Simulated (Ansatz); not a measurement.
`C[SiH2]/C(F)=C\F` + `F[SiH3]` → `C[SiH2][SiH2]F` + `F/C=C/F`  (formal exchange of groups at the Si–C bond)

Program: Ansatz. Geometries: PBE0-D4/def2-TZVP. ΔE: electronic, gas phase. CCSD(T)/CBS is the MP2 limit (def2-TZVPP, def2-QZVPP) plus CCSD(T) − MP2 in def2-TZVPP, frozen cores. This one scheme is used for every species. Double bonds are as drawn, so ΔE can hold a change between cis and trans. Functionals use def2-TZVPP. B3LYP here is the variant with VWN-RPA as its local correlation; programs differ in this. One conformer a species, not always the lowest.

```
             level  ΔE (kJ/mol)  difference from CCSD(T)/CBS
           PBE0-D4          0.4                        -11.9
          B3LYP-D4          9.8                         -2.5
            r2SCAN          8.1                         -4.2
              PBE0         -0.2                        -12.5
             B3LYP          8.7                         -3.6
   CCSD/def2-TZVPP         12.2                         -0.1
     HF/def2-QZVPP         16.0                          3.7
    MP2/def2-QZVPP         19.3                          7.0
SCS-MP2/def2-QZVPP         19.4                          7.1
    CCSD/CBS(def2)         11.8                         -0.5
       CCSD(T)/CBS         12.3                            0
```

Largest T1 diagnostic among the species: 0.012.
